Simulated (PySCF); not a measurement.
Two-component Hartree-Fock for Lu⁷⁰⁺ (lutetium, charge +70)

Start: 1s1; 1s1/2 filled at m_j = +1/2. Calculated with PySCF 2.14 in an even-tempered Gaussian basis (15 s from 230 bohr⁻², ratio 2.4; 11 p from 300 bohr⁻², ratio 2.4; 3 d from 910 bohr⁻², ratio 2.6; 3 f from 1400 bohr⁻², ratio 2.6): generalised Hartree-Fock with the X2C-1e Hamiltonian and a Gaussian nucleus; one run each with spin-orbit coupling (SO) switched off, then screened by Boettger's factors.

```
spinor shell  electrons  ε, spin-free (eV)  ε, screened SO (eV)  weight of nominal j (screened SO)  rms radius, screened SO (bohr)
       1s1/2          1           -73914.0             -73914.0                              1.000                          0.0216
```

| quantity | spin-free | screened SO |
| --- | --- | --- |
| E (hartree) | -2716.28899 | -2716.28899 |
| M_J | 1/2 | 1/2 |
| ⟨J²⟩ | 0.750 | 0.750 |
| ⟨L²⟩ | 0.000 | 0.000 |
| ⟨S²⟩ | 0.750 | 0.750 |

Breit and QED terms are absent; they matter most for the inner s and p1/2 levels.

Densities and radii are taken from the X2C orbitals without a picture-change correction, which distorts them close to the nucleus.

Without spin-orbit coupling the j labels of p, d and f shells carry no meaning; the spin-free column gives the mean over the occupied spinors of each nl shell.
